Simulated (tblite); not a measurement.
Species: C3H4BBrF (doublet state).
Atom-mapped SMILES: `[BH:1][C@@H:2]1[C@@H:3]([F:4])[C@H:5]1[Br:6]` (hydrogens: H7 on B1; H8 on C2; H9 on C3; H10 on C5)

Computed with GFN2-xTB (tblite), gas phase: L-BFGS steps from a force-field or distance-geometry start until the largest atomic force falls under 0.01 eV/Å.

Step 42: E = -499.8625 eV
```
atom  x, y, z in Å  |  force x, y, z in eV/Å
B1      0.3459   -1.5765   -1.1237    0.011  -0.078   0.014
C2      0.4842   -0.2882   -0.3203    0.005   0.020   0.035
C3     -0.3072    0.0863    0.9190   -0.055   0.006  -0.047
F4      0.3547    0.6743    1.9482   -0.038  -0.055  -0.063
C5     -0.5068    0.8578   -0.3452   -0.026   0.076   0.024
Br6     0.0864    2.6878   -0.4337    0.045   0.005  -0.019
H7      0.5766   -2.6745   -0.8278    0.010   0.060   0.000
H8      1.5178    0.0502   -0.2490    0.037  -0.002  -0.015
H9     -1.1043   -0.5480    1.2905    0.032  -0.024   0.050
H10    -1.4385    0.7354   -0.8807   -0.021  -0.008   0.022
```

Step 43: E = -499.8633 eV
```
atom  x, y, z in Å  |  force x, y, z in eV/Å
B1      0.3295   -1.5842   -1.1180    0.007  -0.024   0.028
C2      0.4796   -0.2888   -0.3250    0.002   0.008   0.054
C3     -0.3096    0.0879    0.9159   -0.034  -0.026  -0.040
F4      0.3593    0.6700    1.9431   -0.038  -0.042  -0.047
C5     -0.5088    0.8606   -0.3451    0.003   0.075  -0.022
Br6     0.0900    2.6884   -0.4243    0.049   0.018  -0.032
H7      0.6001   -2.6731   -0.8240    0.014   0.049   0.000
H8      1.5143    0.0465   -0.2512    0.027  -0.011  -0.023
H9     -1.1070   -0.5433    1.2895    0.015  -0.046   0.057
H10    -1.4386    0.7406   -0.8835   -0.045  -0.001   0.026
```

Step 44: E = -499.8638 eV
```
atom  x, y, z in Å  |  force x, y, z in eV/Å
B1      0.2995   -1.5925   -1.1102    0.055  -0.129   0.106
C2      0.4721   -0.2917   -0.3263    0.006   0.005   0.034
C3     -0.3149    0.0916    0.9138   -0.010  -0.050  -0.028
F4      0.3634    0.6678    1.9367   -0.027  -0.024  -0.014
C5     -0.5112    0.8654   -0.3441    0.031   0.035  -0.064
Br6     0.0978    2.6881   -0.4189    0.053   0.032  -0.039
H7      0.6433   -2.6722   -0.8318   -0.034   0.198  -0.046
H8      1.5099    0.0363   -0.2500   -0.003  -0.018  -0.025
H9     -1.1122   -0.5346    1.2940   -0.007  -0.064   0.048
H10    -1.4388    0.7464   -0.8858   -0.064   0.015   0.028
```

Step 45: E = -499.8646 eV
```
atom  x, y, z in Å  |  force x, y, z in eV/Å
B1      0.2986   -1.5954   -1.1054   -0.014   0.116   0.061
C2      0.4730   -0.2884   -0.3288   -0.011  -0.018   0.000
C3     -0.3184    0.0896    0.9089    0.041  -0.068   0.022
F4      0.3630    0.6610    1.9302    0.011   0.030   0.068
C5     -0.5141    0.8690   -0.3434    0.060  -0.047  -0.123
Br6     0.1032    2.6870   -0.4176    0.035   0.048  -0.032
H7      0.6397   -2.6656   -0.8246    0.036  -0.001   0.003
H8      1.5107    0.0430   -0.2501   -0.038  -0.033  -0.024
H9     -1.1078   -0.5415    1.2961   -0.046  -0.067   0.007
H10    -1.4392    0.7460   -0.8879   -0.074   0.039   0.019
```

**Question.** Estimate the geometry and energy of step 46. (The exact step hangs on the optimiser's Hessian estimate; all steps are aligned on step 45, rigid shifts and turns removed.)

**Answer.** E = -499.8657 eV, largest force 0.099 eV/Å
```
atom  x, y, z in Å  |  force x, y, z in eV/Å
B1      0.2929   -1.5959   -1.1037    0.007   0.014   0.069
C2      0.4706   -0.2907   -0.3269   -0.003  -0.007  -0.008
C3     -0.3190    0.0905    0.9103    0.020  -0.041   0.015
F4      0.3636    0.6630    1.9311   -0.002   0.013   0.046
C5     -0.5132    0.8691   -0.3443    0.037  -0.045  -0.080
Br6     0.1047    2.6876   -0.4194    0.039   0.034  -0.033
H7      0.6518   -2.6661   -0.8318    0.010   0.072  -0.014
H8      1.5088    0.0373   -0.2494   -0.021  -0.021  -0.019
H9     -1.1112   -0.5379    1.2982   -0.025  -0.055   0.003
H10    -1.4402    0.7478   -0.8867   -0.060   0.036   0.020
```

The energy changes by -0.0010 eV. The first-order estimate −F·Δx gives -0.0013 eV and the mean of the old and new forces, exact on a quadratic surface, -0.0010 eV. The step makes an angle of 75° with the force vector and moves no atom by more than 0.014 Å.

What follows is the cost of the whole relaxation. Hardware: one thread of an Arm Neoverse V2, no GPU, shared host. Cost: 0.29 s of wall time.
